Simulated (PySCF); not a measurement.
**H5B2N, SMILES `BNB` (charge 0, multiplicity 1)**

Computed with PBE-D3(BJ)/def2-TZVP // PBE0-D3(BJ)/def2-TZVP run with PySCF.

HOMO: -7.75 eV
dipole moment: 1.32 D
HOMO–LUMO gap: 5.36 eV
LUMO: -2.39 eV
total energy: -107.3743 Ha
cost: about 18 core-seconds (a rough figure)

```xyz
8

B      1.2563     0.1888     0.0041
N     -0.0246    -0.2472     0.4243
B     -1.2408    -0.0337    -0.2703
H      1.3452     0.7914    -1.0227
H      2.2121    -0.0544     0.6816
H     -0.0751    -0.7554     1.2966
H     -1.2104     0.5637    -1.3034
H     -2.2626    -0.4532     0.1899
```
